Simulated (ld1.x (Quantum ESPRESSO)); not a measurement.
The numbers below are computed, except where a source is named.
Potentials for O (Z = 8) compared

Generated with ld1.x 7.5 (TM, RRKJ, ultrasoft, PAW), atompaw 4.2 or ONCVPSP 4.0.1. The cutoff is in Ry: for ld1.x and atompaw files where the sum of valence levels is converged to 10 mRy in a Bessel basis, for ONCV files where the hardest occupied wave has 1 mHa per electron of residual kinetic energy. The error is the largest all-electron minus pseudo excitation energy over each file’s own four to seven test configurations (ionisations up to +4, promotions, holes and added fractions of an electron), all of which were solved. The labels leave out finer settings (local radius, basis sizes, second energies), which also bear on the numbers. Spin-polarised tests are not counted. The rows are a selection from randomly drawn settings: files with unsolved tests, undetermined cutoffs or missed reference levels are left out.

| potential | cutoff (Ry) | largest error (meV) | bound ghosts |
| --- | --- | --- | --- |
| ultrasoft, PBE, non-relativistic, rc 0.86/1.45 (sp), local smoothed, core correction yes, reference 2s2 2p3 | 35 | +514 | none |
| TM semilocal, PBE, scalar-relativistic, rc 0.70/1.50 (sp), local p, core correction yes, reference 2s2 2p4 | 90 | +634 | none |
| ultrasoft, Wu–Cohen, non-relativistic, rc 0.95/1.70/2.00 (spd), local smoothed, core correction yes, reference 2s1 2p5 | 25 | -12 | none |
| TM, LDA (PZ), non-relativistic, rc 0.80/1.25/0.95 (spd), local s, core correction yes, reference 2s2 2p4 | 90 | +1208 | none |
| ultrasoft, PBE, scalar-relativistic, rc 0.65/1.60 (sp), local smoothed, core correction yes, reference 2s2 2p4 | 80 | +228 | none |

Q: Fill in the row for O: RRKJ, PBE, non-relativistic, rc 0.90/1.70 (sp), local s, core correction yes, reference 2s2 2p2.

A: cutoff 80 Ry, largest error +737 meV, bound ghosts: none.

Q: Fill in the row for O: PAW, LDA (PZ), scalar-relativistic, rc 0.65/1.95 (sp), local smoothed, core correction yes, reference 2s1.5 2p4.5.

A: cutoff 80 Ry, largest error -58 meV, bound ghosts: none.

Q: Fill in the row for O: PAW, PBE, non-relativistic, rc 0.95/1.20 (sp), local smoothed, core correction yes, reference 2s2 2p3.

A: cutoff 50 Ry, largest error -4.9 meV, bound ghosts: none.
